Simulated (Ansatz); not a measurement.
`NB[SiH2]Cl`, relaxed with RKS PBE0-D4/def2-TZVP in the Gaussian-basis code of Ansatz from a PBE-D4/def2-SVP geometry. The force threshold is 0.005 eV/Å; the program also tests the step.

Total charge 0; spin multiplicity 1.

Start:

```xyz
9

N    -0.501   -1.048   -1.191
B    -0.038   -0.822    0.105
Si    0.202    1.074    0.763
Cl    2.221    1.355    1.285
H    -0.627   -1.982   -1.586
H    -0.736   -0.301   -1.848
H     0.232   -1.785    0.800
H    -0.623    1.417    1.977
H    -0.131    2.092   -0.305
```

**Question.** By how much does the energy fall, and how many steps does the optimiser take? (An estimate is asked.)

**Answer.** The calculation gave: 0.04 eV, in 6 steps.

**Question.** Which bonds change most? (An estimate is asked.)

**Answer.** Computed: Si3–Cl4 from 2.104 to 2.073 Å; Si3–H9 from 1.513 to 1.491 Å; Si3–H8 from 1.508 to 1.487 Å; B2–H7 from 1.217 to 1.198 Å.

**Question.** Give the relaxed structure. (Best estimate.)

**Answer.** The calculation gave: 
```xyz
9

N    -0.497   -1.050   -1.189
B    -0.039   -0.813    0.095
Si    0.204    1.074    0.755
Cl    2.192    1.357    1.271
H    -0.627   -1.976   -1.564
H    -0.724   -0.320   -1.845
H     0.212   -1.755    0.791
H    -0.603    1.383    1.965
H    -0.119    2.099   -0.279
```
